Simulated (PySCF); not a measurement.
Computed shifts of a molecule C₄H₈OSi, PySCF with PBE0/pcSseg-1, GIAO, gas phase, atoms alike by connectivity averaged where their shifts nearly agree, in ppm (number of nuclei): ¹³C: 201.2 (1), 147.9 (1), 144.4 (1), 59.4 (1). ²⁹Si: -61.7 (1). ¹H: 9.94 (1), 6.59 (1), 6.45 (1), 4.65 (3), 3.43 (1), 3.30 (1). References: ¹³C against TMS (σ = 186.3 ppm); ²⁹Si against TMS (σ = 352.7 ppm); ¹⁷O against H2O (σ = 334.2 ppm); ¹H against TMS (σ = 31.56 ppm), references at their B3LYP-D3(BJ)/def2-TZVP geometries, non-relativistic. Geometry: B3LYP-D3(BJ)/def2-SVP. Other conformers were not sampled.

Task: Which structure fits?
(A) O[Si@H]1C=CCC1
(B) C=C([SiH3])CC=O
(C) C[SiH2][C@@H]1C=CO1
(D) C1=CC[SiH2]OC1

Result: B, C=C([SiH3])CC=O
